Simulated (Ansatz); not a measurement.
Calculated with Ansatz (gas phase, PBE0-D4/def2-TZVP geometries, no zero-point term in ΔE). CCSD(T)/CBS adds triple-zeta CCSD(T) − MP2 to the extrapolated MP2 energy (def2 sets, frozen cores). This one scheme is used for every species. Functionals use def2-TZVPP. Each species was taken in one conformer, which may not be the lowest.

Reaction (cleavage of the Si–Si bond): `BN([SiH3])[SiH2][SiH3]` + H–F → `BN([SiH3])[SiH2]F` + SiH₄

`BN([SiH3])[SiH2][SiH3]`:

Cartesian coordinates in Å:
```
B 1.030 1.186 -0.578
N 0.410 0.500 0.482
Si 0.969 0.747 2.129
Si -0.898 -0.646 0.201
Si -1.116 -1.196 -2.062
H 1.914 1.965 -0.353
H 0.674 0.992 -1.709
H -0.193 0.574 3.040
H 1.999 -0.263 2.485
H 1.531 2.110 2.264
H -2.171 -0.082 0.731
H -0.608 -1.871 1.001
H -2.123 -2.289 -2.156
H -1.593 -0.041 -2.866
H 0.175 -1.686 -2.613
```

H–F:

```xyz
2

F    -0.327   -0.026   -0.323
H     0.327    0.026    0.323
```

`BN([SiH3])[SiH2]F`:

Cartesian coordinates in Å:
```
B -0.505 -1.396 0.737
N -0.107 -0.194 0.109
Si 1.378 0.561 0.680
Si -1.035 0.483 -1.187
F -0.260 0.268 -2.567
H -1.497 -1.965 0.380
H 0.160 -1.834 1.637
H 1.612 1.773 -0.146
H 2.517 -0.376 0.526
H 1.236 0.946 2.104
H -1.164 1.946 -1.002
H -2.335 -0.210 -1.271
```

SiH₄:

```xyz
5

Si    0.000    0.000    0.000
H    -0.904   -1.150   -0.254
H     0.341    0.655   -1.288
H     1.242   -0.482    0.655
H    -0.680    0.977    0.887
```

CCSD(T)/CBS gives -1.54 eV.

(1) Another level gave -1.55 eV. Which?
A. PBE0/def2-TZVPP
B. ωB97M-V/def2-TZVPP
C. SCS-MP2/def2-TZVPP
D. r2SCAN-D4/def2-TZVPP

Largest T1 diagnostic among the species: 0.013.

## Answers

(1) D. r2SCAN-D4 -1.55, ωB97M-V -1.62, PBE0 -1.44, SCS-MP2/def2-TZVPP -1.68 eV.

The D4 term adds +0.12 eV with B3LYP and +0.07 eV with PBE0; it sums over pairs of atoms, weighted by their polarisabilities, and B3LYP, whose exchange is more repulsive, gets the larger term. In def2-TZVPP, CCSD(T) changes the Hartree–Fock value by +0.40 eV (the triples alone add +0.05 eV) and MP2 by +0.35 eV.

B3LYP here is the variant with VWN-RPA as its local correlation; programs differ in this.

CCSD(T)/CBS has its own doubt, a few kJ/mol and more with outer-core shells, so smaller differences from it don't rank the levels.
